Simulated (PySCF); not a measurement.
A side-by-side comparison of computed properties.

First species: C₆H₁₂Si.
Geometry (PBE0-D3(BJ)/def2-SVP, Å), atoms numbered from 1 in this order:
```xyz
19
C6H12Si angstrom
C      3.5193    0.0424   -0.0708
C      2.4260    0.5781   -0.0556
Si     0.7409    1.3162   -0.0243
C     -0.5699   -0.0570    0.0999
C     -1.9508    0.6041    0.1273
C     -0.4489   -0.9778   -1.1168
C     -0.3411   -0.8539    1.3864
H      4.4892   -0.4225   -0.0856
H      0.6495    2.2356    1.1511
H      0.5490    2.1111   -1.2760
H     -2.1448    1.1914   -0.7849
H     -2.0684    1.2761    0.9930
H     -2.7407   -0.1644    0.1979
H     -1.2032   -1.7826   -1.0621
H     -0.6136   -0.4342   -2.0610
H      0.5433   -1.4531   -1.1698
H      0.6532   -1.3276    1.3999
H     -1.0954   -1.6553    1.4778
H     -0.4243   -0.2187    2.2830
```

Second species: C3H7FOSi.
Z-matrix (Å and degrees, PBE0-D3(BJ)/def2-SVP geometry), rows numbered from 1:
```
C 
O   1  1.4020
C   2  1.3803  1  112.88
Si  3  1.8786  2  126.51  1   157.56
C   3  1.5162  2  120.56  1    75.75
F   5  1.3614  3  118.76  4   120.60
H   1  1.1064  2  112.01  3   -59.84
H   1  1.0984  2  107.70  3  -179.38
H   1  1.1069  2  111.57  3    61.28
H   3  1.1085  2  114.92  1   -59.64
H   4  1.4834  3  115.59  5  -110.12
H   4  1.4836  3  122.21  5    98.56
H   5  1.1014  3  112.63  4  -105.65
```

Levels: CAM-B3LYP/def2-SVPD for dipole moment, HOMO energy, LUMO energy, HOMO–LUMO gap, static isotropic polarisability and electronic spatial extent ⟨r²⟩ about the centre of nuclear charge; TDDFT CAM-B3LYP/def2-SVPD for lowest singlet excitation; TDA CAM-B3LYP/def2-SVPD for lowest triplet excitation (Tamm–Dancoff); ΔSCF CAM-B3LYP/def2-SVPD for vertical ionisation energy; PBE0-D3(BJ)/def2-SVP for rotational constant A and rotational constant C. Geometries: PBE0-D3(BJ)/def2-SVP. All species are isolated and taken at one optimised geometry, non-relativistic unless stated; the electronic structure was computed with PySCF and density fitting.

The conformers computed, where there is a choice (atom-mapped SMILES and torsion angles):
- `[CH:1]#[C:2][SiH2:3][C:4]([CH3:5])([CH3:6])[CH3:7]`: C2–Si3–C4–C5 180°
- `[CH3:1][O:2][C@@H:3]1[SiH2:4][C@H:5]1[F:6]`: C1–O2–C3–Si4 158°

(1) Which has the higher LUMO energy?

(2) Which of the two has the higher S1 energy, and by how much?

(3) Which has the higher vertical ionisation energy?

(4) Which has the higher HOMO–LUMO gap?

(5) Which of the two has the higher rotational constant C, and by how much?

(6) Which has the higher ⟨r²⟩?

(7) Which has the higher static isotropic polarisability?

(8) Which of the two has the higher HOMO energy, and by how much?

## Answers

(1) The first: 0.98 eV against 0.78 eV, a difference of 0.20 eV.

(2) The second: 6.32 eV against 5.98 eV, a difference of 0.34 eV.

(3) The first: 9.68 eV against 9.31 eV, a difference of 0.37 eV.

(4) The first: 10.03 eV against 9.29 eV, a difference of 0.74 eV.

(5) The second: 1.506 GHz against 1.258 GHz, a difference of 0.248 GHz.

(6) The first: 1100 bohr² against 797 bohr², a difference of 303 bohr².

(7) The first: 98.0 au against 70.1 au, a difference of 27.9 au.

(8) The second: -8.51 eV against -9.05 eV, a difference of 0.54 eV.

On the first: The 10 singlets span 5.98 to 8.55 eV, and their oscillator strengths add up to 0.54.

On the second: The vertical singlet–triplet gap S1 − T1 is 1.31 eV (TDDFT singlet less Tamm–Dancoff triplet; S1: HOMO→LUMO, weight 0.70; T1: HOMO→LUMO, weight 0.80). The 10 singlets span 6.32 to 7.93 eV, and their oscillator strengths add up to 0.34.
